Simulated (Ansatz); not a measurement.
Relaxation of the cluster Al₃Ni with UKS r2SCAN-D4/def2-SVP.

```sh
$ ansatz run in.yaml --threads 2 --pin off --events-out ev --progress --plain --max-ram 4352MiB
```

```yaml
crystal:
  periodic: [false, false, false]
  atoms:
    - {symbol: Ni, position_ang: [-1.231910, 0.430640, 0.198010]}
    - {symbol: Al, position_ang: [-0.029270, -1.601410, 0.360430]}
    - {symbol: Al, position_ang: [0.936240, 0.878960, 1.022680]}
    - {symbol: Al, position_ang: [0.324940, 0.291810, -1.581120]}
basis:
  gaussian: {orbitals: def2-SVP}
magnetization: {spin_polarized: true, initial_magnetization: 1}
hamiltonian: {xc: r2scan, dispersion: d4}
scf: {omitted_lower_state_checks: [starts]}
output: {orbitals: {seedname: orbitals}}
relax: {f_tol: 0.02, max_steps: 100}
```

Run time 56 s (2 threads of Arm Neoverse V2 on a shared host).

Positions (Å) and forces (eV/Å) at steps 1, 2, 3, 4, 5 of 5:

```xyz
4
step=1 energy=-60819.5339 eV
Ni   -1.232    0.431    0.198    1.941   -0.685   -0.323
Al   -0.029   -1.601    0.360   -0.388    1.092   -0.139
Al    0.936    0.879    1.023   -0.951   -0.384   -0.537
Al    0.325    0.292   -1.581   -0.602   -0.023    0.998
4
step=2 energy=-60819.7434 eV
Ni   -1.185    0.413    0.188    0.955   -0.337   -0.158
Al   -0.028   -1.541    0.351   -0.269    0.281    0.001
Al    0.902    0.844    0.985   -0.373   -0.005   -0.073
Al    0.311    0.284   -1.524   -0.312    0.061    0.230
4
step=3 energy=-60819.7822 eV
Ni   -1.146    0.399    0.181    0.302   -0.105   -0.048
Al   -0.041   -1.536    0.353   -0.106    0.017    0.021
Al    0.889    0.848    0.987   -0.094    0.048    0.030
Al    0.298    0.288   -1.521   -0.102    0.040   -0.003
4
step=4 energy=-60819.7880 eV
Ni   -1.123    0.391    0.177   -0.009    0.004    0.002
Al   -0.052   -1.542    0.356   -0.004   -0.027    0.007
Al    0.885    0.857    0.995    0.011    0.016    0.018
Al    0.290    0.294   -1.529    0.002    0.007   -0.027
4
step=5 energy=-60819.7881 eV
Ni   -1.121    0.391    0.177    0.000    0.000    0.000
Al   -0.053   -1.544    0.357    0.000   -0.001    0.000
Al    0.885    0.859    0.997    0.000    0.001    0.001
Al    0.289    0.295   -1.531    0.000    0.000   -0.001
```

The structure comes from a short search, and lower isomers may exist.
